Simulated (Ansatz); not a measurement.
A nudged elastic band was laid between two geometries of C$_{4}$H$_{9}$BN$_{2}$ (16 atoms, charge 0, multiplicity 1).

Level of theory: RKS B3LYP-D4/cc-pVDZ (Ansatz 0.2.0).

```
movable images  : 5
climbing image  : yes
spring          : 5.0 eV/Å²
optimiser       : quadratic models (default)
start path      : through a guess of the saddle point
force threshold : 0.03 eV/Å
iteration limit : 60
end points      : relaxed
```

First end point:

```xyz
16
Properties=species:S:1:pos:R:3
C 0.571 -1.211 0.526
C -0.319 -0.087 -0.097
C 0.275 0.342 -1.447
N -1.710 -0.516 -0.324
B -0.280 1.036 0.999
C 0.935 1.972 1.116
N 1.864 2.672 1.196
H 0.184 -1.547 1.503
H 1.621 -0.901 0.657
H 0.557 -2.082 -0.154
H 0.293 -0.516 -2.142
H 1.306 0.712 -1.340
H -0.338 1.132 -1.907
H -1.713 -1.341 -0.932
H -2.127 -0.826 0.557
H -1.142 1.139 1.832
```

Last end point:

```xyz
16
Properties=species:S:1:pos:R:3
C 0.633 -1.200 0.494
C -0.314 -0.114 -0.084
C 0.267 0.408 -1.419
N -1.673 -0.617 -0.362
B -0.394 1.089 0.926
C 0.890 1.847 1.311
N 1.871 2.406 1.602
H 1.651 -0.820 0.672
H 0.702 -2.039 -0.221
H 0.249 -1.605 1.445
H 0.313 -0.423 -2.145
H 1.284 0.807 -1.294
H -0.376 1.190 -1.852
H -1.608 -1.438 -0.972
H -2.098 -0.959 0.503
H -1.419 1.447 1.441
```

**Question.** What changes between the two ends?

**Answer.** No bond is made or broken. The dihedral H8–C1–C2–N4 goes from -60 to 178°.

**Question.** Give the energies along the band, and the barrier.

**Answer.** The run converged. The highest image is number 3 of 0 to 6, 0.110 eV above the first end and 0.101 eV above the last; the last end lies 0.009 eV above the first. A structure lower than the last end lies on the path between it and the top, so the climb from that side starts below the end, which may itself be a saddle point or a shallow side well. A vibrational analysis at the climbing image gives one clearly imaginary mode, 175i cm⁻¹: a first-order saddle point.

```json
{"image": "0", "path coordinate (Å)": "0.00", "energy (eV)": "0.000", "dihedral H8–C1–C2–N4 (°)": "-60"}
{"image": "1", "path coordinate (Å)": "0.64", "energy (eV)": "0.032", "dihedral H8–C1–C2–N4 (°)": "-79"}
{"image": "2", "path coordinate (Å)": "1.29", "energy (eV)": "0.087", "dihedral H8–C1–C2–N4 (°)": "-100"}
{"image": "3", "path coordinate (Å)": "1.93", "energy (eV)": "0.110", "dihedral H8–C1–C2–N4 (°)": "-122"}
{"image": "4", "path coordinate (Å)": "2.80", "energy (eV)": "0.062", "dihedral H8–C1–C2–N4 (°)": "-152"}
{"image": "5", "path coordinate (Å)": "3.67", "energy (eV)": "0.001", "dihedral H8–C1–C2–N4 (°)": "180"}
{"image": "6", "path coordinate (Å)": "4.54", "energy (eV)": "0.009", "dihedral H8–C1–C2–N4 (°)": "178"}
```

**Question.** What is the geometry of the highest image?

**Answer.** 
```xyz
16
Properties=species:S:1:pos:R:3
C 0.555 -1.171 0.560
C -0.345 -0.074 -0.166
C 0.325 0.389 -1.463
N -1.706 -0.515 -0.475
B -0.288 0.905 1.042
C 0.857 1.924 1.184
N 1.717 2.705 1.277
H 0.959 -0.861 1.548
H 1.430 -1.431 -0.054
H -0.054 -2.067 0.750
H 0.400 -0.448 -2.179
H 1.340 0.771 -1.281
H -0.271 1.184 -1.935
H -1.675 -1.339 -1.082
H -2.190 -0.808 0.375
H -1.077 0.813 1.944
```

The band took 18 iterations and roughly 19 core-minutes.

Time of the run: 9.5 min on 2 threads of Arm Neoverse V1, with other jobs on the host, peak memory 0.4 GiB.
